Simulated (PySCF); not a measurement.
A geometry optimisation on Te(OH)F5, `O[Te](F)(F)(F)(F)F`.

Method: PBE0-D3(BJ)/def2-SVP geometry optimisation, gas phase, def2 core potentials past Kr (PySCF 2.14.0). Start geometry: GFN2-xTB. A driver script takes a list of jobs; this job's settings line and coordinates (Å) are shown.

Input:
```
{"job": {"xc": "PBE0", "basis": "def2-SVP", "d3": "d3bj", "grid": 1, "maxiter": 30, "shake": 0.03, "kind": "geom"}, "charge": 0, "multiplicity": 1}
Te     0.163980    -0.103830    -0.202470
O      0.178240     0.023970     1.614000
H     -0.738350     0.201870     1.956510
F      0.244060    -0.103910    -2.123200
F      1.964180    -0.096820    -0.321780
F     -1.811890     0.041060    -0.269840
F      0.101460     1.846900    -0.438030
F      0.036560    -1.894900    -0.298900
```

Question: Estimate the output.

Answer: 
```
step   0  E = -841.99283840  max force = 0.108853
step   1  E = -842.01357554  max force = 0.021784
step   2  E = -842.01571818  max force = 0.009737
step   3  E = -842.01763758  max force = 0.001582
step   4  E = -842.01736369  max force = 0.003514
step   5  E = -842.01767120  max force = 0.001562
step   6  E = -842.01772589  max force = 0.000836
step   7  E = -842.01774166  max force = 0.000989
step   8  E = -842.01777590  max force = 0.000678
step   9  E = -842.01779071  max force = 0.000331
optimisation converged
```

Energies in Eh; «max force» is the largest Cartesian gradient component in Eh/bohr.

Question: At which steps does the energy rise by more than 1e-5 Eh?

Answer: At step 4 (+0.27 mEh).

Question: How much energy does the optimisation release, in kJ/mol?

Answer: E(step 0) − E(last step) = 0.024952 Eh, which is 65.5 kJ/mol.

Main results: final energy -842.01779 Eh after 9 steps; dipole 2.36 D.

Question: Where do the atoms end?

Answer: 0.076 Å rms from the input after alignment:
```
atom  x, y, z in Å
Te1    0.1346   -0.0328   -0.2717
O2     0.1440    0.0207    1.6439
H3    -0.7745    0.1439    1.9374
F4     0.1277   -0.0847   -2.1493
F5     2.0104   -0.0632   -0.2674
F6    -1.7591   -0.0017   -0.2787
F7     0.1556    1.8477   -0.4047
F8     0.0997   -1.9155   -0.2932
```

Question: Estimate the wall time. Hardware: AMD EPYC 9R14, one thread, no GPU, shared host with 96 logical CPUs at a one-minute load of 24. And the peak memory of the process?

Answer: About 47 s, with 0.48 GiB resident at the peak, the Python interpreter and its libraries included.
Labels such as C1 count atoms from 1, the log's own numbers from 0.
